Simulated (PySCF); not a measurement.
Shapes and spin states of TiF(OH)

Method: PBE0 in PySCF with Ti def2-TZVP, F def2-TZVP, O def2-TZVP, H def2-TZVP; no relativity; density-fitted integrals.

Relaxations began from a few typed shapes and spin states; open shells are unrestricted. The search is not exhaustive: other isomers or separated fragments can lie lower, and high-lying points may rest on an excited occupation.

Q: Which is the lowest minimum found?
A. singlet (closed shell, unstable to spin polarisation) C∞v: O–H 0.951 Å, Ti–F 1.831 Å, Ti–O 1.837 Å; F–Ti–O 180.0°, H–O–Ti 180.0°
B. broken-symmetry Ms = 0 (⟨S²⟩ 0.99) C∞v: O–H 0.953 Å, Ti–F 1.823 Å, Ti–O 1.808 Å; F–Ti–O 180.0°, H–O–Ti 180.0°
C. triplet Cs: O–H 0.953 Å, Ti–F 1.808 Å, Ti–O 1.800 Å; F–Ti–O 150.3°, H–O–Ti 161.3°
D. singlet (closed shell, unstable to spin polarisation) Cs: O–H 0.955 Å, Ti–F 1.761 Å, Ti–O 1.759 Å; F–Ti–O 117.5°, H–O–Ti 152.9°

A: C. The others lie at 45.2 (broken-symmetry Ms = 0 C∞v, a saddle point), 120.6 (singlet Cs), 129.9 (singlet C∞v) kJ/mol above it.

For the lowest minimum: the spin densities have lower symmetry than the nuclear frame. Open d and f shells are described by one determinant, and the ground state may have another occupation or spin.

The electron or spin density has lower symmetry than the nuclear frame for the broken-symmetry Ms = 0 (⟨S²⟩ 0.99) C∞v at 45.2 kJ/mol.
